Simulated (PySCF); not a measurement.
Isomers of C5H9NOSi, mass 127.045 u with the commonest isotopes. Level of theory: B3LYP/def2-SVPD in PySCF (dipole) on a GFN2-xTB geometry, gas phase. One conformer each, none proved a minimum here; rigid rotors.

Question: Order these by radius of gyration √(Σ m r²/M), smallest first.
A. `[CH2:1]=[CH:2][CH2:3][Si@H:4]([OH:5])[CH2:6][C:7]#[N:8]` with C1–C2–C3–Si4 98°, C2–C3–Si4–O5 55°, C3–Si4–O5–H 57°, C3–Si4–C6–C7 -58°
B. `[CH2:1]=[CH:2][C@H:3]([C:4]#[N:5])[CH2:6][O:7][SiH3:8]` with C1–C2–C3–C4 -115°, C2–C3–C6–O7 -71°, C3–C6–O7–Si8 178°
C. `[CH2:1]=[CH:2][CH2:3][C@@H:4]([C:5]#[N:6])[O:7][SiH3:8]` with C1–C2–C3–C4 -116°, C2–C3–C4–C5 170°, C3–C4–O7–Si8 153°
D. `[CH3:1][O:2][C@@H:3]1[CH2:4][C@@:5]1([SiH3:6])[C:7]#[N:8]` with C1–O2–C3–C4 160°

Answer: D (2.043 Å), A (2.119 Å), C (2.295 Å), B (2.414 Å).

Question: Order these by dipole moment, smallest first.
A. `[CH2:1]=[CH:2][CH2:3][Si@H:4]([OH:5])[CH2:6][C:7]#[N:8]` with C1–C2–C3–Si4 98°, C2–C3–Si4–O5 55°, C3–Si4–O5–H 57°, C3–Si4–C6–C7 -58°
B. `[CH2:1]=[CH:2][CH2:3][C@@H:4]([C:5]#[N:6])[O:7][SiH3:8]` with C1–C2–C3–C4 -116°, C2–C3–C4–C5 170°, C3–C4–O7–Si8 153°
C. `[CH3:1][O:2][C@@H:3]1[CH2:4][C@@:5]1([SiH3:6])[C:7]#[N:8]` with C1–O2–C3–C4 160°

Answer: B (3.48 D), C (3.69 D), A (4.72 D).

Question: Order these by out-of-plane moment Σ m c² = (Ia + Ib − Ic)/2, smallest first.
A. `[CH2:1]=[CH:2][CH2:3][Si@H:4]([OH:5])[CH2:6][C:7]#[N:8]` with C1–C2–C3–Si4 98°, C2–C3–Si4–O5 55°, C3–Si4–O5–H 57°, C3–Si4–C6–C7 -58°
B. `[CH2:1]=[CH:2][CH2:3][C@@H:4]([C:5]#[N:6])[O:7][SiH3:8]` with C1–C2–C3–C4 -116°, C2–C3–C4–C5 170°, C3–C4–O7–Si8 153°
C. `[CH2:1]=[CH:2][C@H:3]([C:4]#[N:5])[CH2:6][O:7][SiH3:8]` with C1–C2–C3–C4 -115°, C2–C3–C6–O7 -71°, C3–C6–O7–Si8 178°
D. `[CH3:1][O:2][C@@H:3]1[CH2:4][C@@:5]1([SiH3:6])[C:7]#[N:8]` with C1–O2–C3–C4 160°

Answer: C (15.76 u·Å²), B (19.21 u·Å²), A (51.68 u·Å²), D (78.45 u·Å²).

```csv
SMILES,point group,Ia (u·Å²),Ib (u·Å²),Ic (u·Å²),κ,μa (D),μb (D),μc (D)
C=CC[C@@H](C#N)O[SiH3],C1,259.10,429.11,649.80,-0.32,1.81,2.88,0.76
CO[C@@H]1C[C@@]1([SiH3])C#N,C1,234.13,374.68,451.90,-0.56,3.46,0.91,0.90
C=C[C@H](C#N)CO[SiH3],C1,184.85,571.05,724.39,-0.82,3.05,1.76,0.03
C=CC[Si@H](O)CC#N,C1,280.93,340.99,518.57,0.23,4.55,1.18,0.51
```
